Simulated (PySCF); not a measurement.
**Structure elucidation problem**

Molecular formula: C3H5F3O. Simulated spectra:

1H NMR (400 MHz, computed): δ 3.59 (q, J = 9.3 Hz, 2H), 3.45 (q, J = 1.6 Hz, 3H).

13C{1H} NMR (computed): δ 133.3 (C, q, J = 350.6 Hz), 73.0 (CH2, q, J = 35.3 Hz), 61.3 (CH3).

[PySCF 2.14: J couplings at B3LYP/pcJ-1 (spin–dipole term only in couplings to heteroatoms); coordinates at the PBE0-D3(BJ)/def2-SVP level; σ from GIAO-B97-2/pcSseg-2; equivalent nuclei averaged; non-relativistic; gas phase; a single conformation]

Shifts are taken against calculated references (same method and geometry level): TMS for 1H, 13C.

Q: What is the structure?

A: 
Rings plus π bonds: 0. 3 carbon signals for 3 carbons: no two carbons are equivalent. Carbon types of the structure: 1 × C, 1 × CH2, 1 × CH3, which accounts for all hydrogens. δC 133.3: CF3 carbon; 3 electronegative neighbours deshield it. δC 73.0: sp3 CH2 bonded to O; the inductive effect lowers its shielding. δC 61.3: methyl carbon bonded to O; deshielded by the electronegative neighbour. δH 3.59: hydrogen on an sp3 CH2 bonded to O; its carbon carries O, hence the downfield position. δH 3.45: hydrogen on a methyl carbon bonded to O; its carbon carries O, which withdraws density.

Structure: `InChI=1S/C3H5F3O/c1-7-2-3(4,5)6/h2H2,1H3`.

The data come from this structure; uniqueness wasn't tested.

C–F couplings over four or more bonds (about 3 Hz to the para carbon of a fluoroarene) are left out. Common functionals overestimate the size of one-bond C–F couplings by tens of Hz; these are unscaled. Splittings below 1 Hz are ignored in the labels, and close J values are merged. Shifts are as computed. Against solution values, carbons near 30 ppm lie about +4 ppm off and those near 130 ppm about +7 ppm. Of 1211 compounds with measured shifts, 218 miss one by over three times the rms of a fit or turn the order of signals round; such compounds aren't used in these exercises.
